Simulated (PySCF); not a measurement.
**How methods differ on the ionisation energy of Ti²⁺**

Ti²⁺ [Ar] 3d2 (3F) → Ti³⁺ [Ar] 3d1 (2D), as a difference of total energies. Calculation: PySCF 2.14, in aug-cc-pVTZ (8s7p5d3f2g, 93 functions); the non-relativistic Hamiltonian (point nucleus). Correlated levels: valence: [Ar] frozen. The calculations carry no spin-orbit coupling.

Order these methods by the ionisation energy they give, lowest first.
A. CCSD (valence)
B. MP2 (valence)
C. SCS-MP2 (valence)
D. UHF

D (26.768 eV), C (26.809 eV), B (26.890 eV), A (26.925 eV).

These non-relativistic numbers lack the scalar-relativistic shift.

The reference lies between the lowest fine-structure levels, while these numbers refer to the centres of the terms.

Errors of the correlated levels include the incompleteness of this basis and the frozen core.

With two correlated electrons CCSD is exact in that space.

For comparison: 27.492 eV (measured; NIST Atomic Spectra Database, ionization energies).
